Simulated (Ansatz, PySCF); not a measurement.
F4H2OSi, SMILES O->[Si](F)(F)(F)F (connectivity only; charge and spin as stated), neutral, multiplicity 1.

Coordinates come from a PBE0-D3(BJ)/def2-SVP optimisation. The values are those of a single conformer.

Vertical ionisation energy (IE) and electron affinity (EA) in eV. Rows of orbital energies are one-electron estimates. Where ΔSCF, EOM or ADC give a negative EA the extra electron is unbound and the value depends on the basis.

```tsv
level	IE	EA
−ε(HOMO), −ε(LUMO), M06-2X/def2-TZVP (PySCF)	12.89	-0.47
−ε(HOMO), −ε(LUMO), PBE/def2-TZVP (PySCF)	8.90	1.12
ΔSCF, PBE0/def2-TZVPD (Ansatz), final states of multiplicity 2 and 2	13.39	-0.31
ΔSCF, PBE/def2-TZVPD (Ansatz), final states of multiplicity 2 and 2	12.45	-0.17
```

Q: What vertical singlet–triplet gap does ΔSCF give with PBE0/def2-TZVPD (Ansatz, an electronic-structure program) and with PBE/def2-TZVPD (Ansatz)? (Estimate from the structure and the level; the computed values follow.)

A: 8.18 and 7.57 eV (triplet above singlet where positive).
